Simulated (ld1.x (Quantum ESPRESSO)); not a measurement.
# Reading a pseudo-wave (potassium)

Columns: radius, all-electron u(r) and pseudo u(r) of the 3s shell (level -35.33 eV) of potassium in the configuration [Ne] 3s2 3p6 4s1 4p0; Wu–Cohen, scalar-relativistic, TM scheme, ld1.x (Quantum ESPRESSO) 7.5.

| r (bohr) | all-electron | pseudo |
| --- | --- | --- |
| 0.100 | 0.0407 | 0.1127 |
| 0.200 | -0.4207 | 0.2243 |
| 0.300 | -0.4778 | 0.3338 |
| 0.400 | -0.2571 | 0.4398 |
| 0.500 | 0.0616 | 0.5412 |
| 0.600 | 0.3707 | 0.6362 |
| 0.700 | 0.6223 | 0.7224 |
| 0.800 | 0.8029 | 0.7969 |
| 0.900 | 0.9158 | 0.8562 |
| 1.000 | 0.9710 | 0.8968 |
| 1.100 | 0.9813 | 0.9158 |
| 1.200 | 0.9589 | 0.9120 |
| 1.300 | 0.9142 | 0.8862 |
| 1.400 | 0.8555 | 0.8419 |
| 1.500 | 0.7892 | 0.7841 |
| 1.600 | 0.7198 | 0.7185 |
| 1.700 | 0.6506 | 0.6504 |
| 1.800 | 0.5836 | 0.5836 |
| 1.900 | 0.5203 | 0.5203 |
| 2.000 | 0.4614 | 0.4614 |
| 2.100 | 0.4073 | 0.4073 |
| 2.200 | 0.3582 | 0.3582 |
| 2.300 | 0.3139 | 0.3139 |
| 2.400 | 0.2743 | 0.2743 |
| 2.500 | 0.2391 | 0.2391 |
| 2.600 | 0.2079 | 0.2079 |

Problem. How many radial nodes do the two functions have?

Solution. The all-electron 3s function has n − l − 1 = 2; the pseudo-wave has 0, since the states of the same l below it are removed with the core.

Problem. At about which radius was the pseudo-wave matched?

Solution. 1.90 bohr. The columns agree to 0.0005 from 1.70 bohr on; several derivatives are matched, so the curves merge somewhat inside the radius.

Problem. Is the pseudo-wave norm-conserving?

Solution. Yes: the TM scheme keeps the norm inside the radius equal to the all-electron one, which fixes the energy derivative of the logarithmic derivative at the level.
